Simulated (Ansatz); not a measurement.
Molecule: C3H8FSi, net charge 0, doublet state. SMILES: F[Si](C)([CH2])C
Geometry from a B3LYP-D3(BJ)/def2-TZVP (Ansatz, a program for electronic structure) optimisation:
```xyz
13

C      1.7485    -0.0288    -0.6706
Si     0.0430     0.0055     0.0161
C     -0.8085    -1.6453    -0.1659
C     -0.9803     1.3691    -0.7435
F      0.1777     0.3161     1.5970
H      1.9545    -0.2180    -1.7191
H      2.6311     0.1379    -0.0631
H     -0.8987    -1.9172    -1.2204
H     -0.2493    -2.4354     0.3379
H     -1.8137    -1.6116     0.2605
H     -0.5218     2.3454    -0.5781
H     -1.0776     1.2216    -1.8219
H     -1.9845     1.3849    -0.3137
```
Charge 0, spin multiplicity 2.

Wanted: atomisation energy, in kcal/mol. Terms: atomisation electronic, to ground-state atoms; 6-31G* and kin with 6d, 5d where marked; open shells spin-unrestricted; spin-orbit terms left out; dispersion terms only where a functional's name holds one; frozen cores in correlated levels; non-relativistic. Basis-set limits of correlation are two-point, X^-3; Hartree-Fock from the larger set. Ab initio and DFT rows: single points at B3LYP-D3(BJ) geometries (Ansatz).

```tsv
species	coefficient	E at PBE/6-31G* (Ansatz), Eh	E at B3LYP/def2-TZVPD (Ansatz), Eh
[CH2][Si](C)(C)F	-1	-508.05394	-508.64165
C atom	+3	-37.78288	-37.85953
F atom	+1	-99.61359	-99.77110
H atom	+8	-0.49743	-0.50215
Si atom	+1	-289.20204	-289.39218
```

Coupled cluster (Ansatz) is a level with limits of its own, used here on species with T1 under 0.025 (0.045 for open shells) and stable references: CCSD(T)/CBS(cc-pV(T+d)Z,cc-pV(Q+d)Z). Value to compare with, CCSD(T)/CBS(cc-pV(T+d)Z,cc-pV(Q+d)Z) (Ansatz): 1193.2 kcal/mol. 1 Eh = 627.5095 kcal/mol.

**Question.** Work the quantity out at each level, and compare with CCSD(T)/CBS(cc-pV(T+d)Z,cc-pV(Q+d)Z) (Ansatz).

**Answer.** 
- PBE/6-31G*: the sum of coefficient times E is 1.91023 Eh, or 1198.69 kcal/mol. Result: 1198.7 kcal/mol. Its difference against CCSD(T)/CBS(cc-pV(T+d)Z,cc-pV(Q+d)Z) (Ansatz) is 5.5 kcal/mol.
- B3LYP/def2-TZVPD: the sum of coefficient times E is 1.88258 Eh, or 1181.34 kcal/mol. Result: 1181.3 kcal/mol. Its difference against CCSD(T)/CBS(cc-pV(T+d)Z,cc-pV(Q+d)Z) (Ansatz) is -11.9 kcal/mol.
